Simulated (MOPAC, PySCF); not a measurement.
CH$_{5}$AlS$_{2}$, SMILES `[CH3][Al]([SH])[SH]` (S–Al–S–H torsion -1°, S–Al–S–H torsion 0°), neutral singlet in the gas phase. 

Cartesian coordinates (Å):
```xyz
9

C     -1.6701    -0.2806    -0.1638
Al     0.2354     0.0440    -0.1548
S      1.6066    -1.6122    -0.5318
S      0.9901     2.0569     0.2202
H     -2.0209    -0.4941    -1.1759
H     -2.2312     0.5777     0.2071
H     -1.9271    -1.1445     0.4519
H      2.7277    -0.8849    -0.4384
H      2.2875     1.7418     0.1100
```
Charge 0, multiplicity 1.

All levels are single points at this geometry (CAM-B3LYP-D3(BJ)/def2-TZVP); Pople sets use spherical d functions. Orbital energies aren't observables, and empty levels follow the basis.

M06-2X/6-31G* in PySCF gives HOMO (eV) = -8.63.

Task: Estimate the HOMO (eV) from each of these levels: CAM-B3LYP-D3(BJ)/def2-TZVP in PySCF; B3LYP/3-21G in PySCF; B3LYP/LANL2DZ in PySCF; SVWN5/6-31G* in PySCF; AM1 in MOPAC.

Result: 
```csv
level,HOMO (eV)
CAM-B3LYP-D3(BJ)/def2-TZVP in PySCF,-8.82
B3LYP/3-21G in PySCF,-7.36
B3LYP/LANL2DZ in PySCF,-7.40
SVWN5/6-31G* in PySCF,-6.35
AM1 in MOPAC,-9.68
```
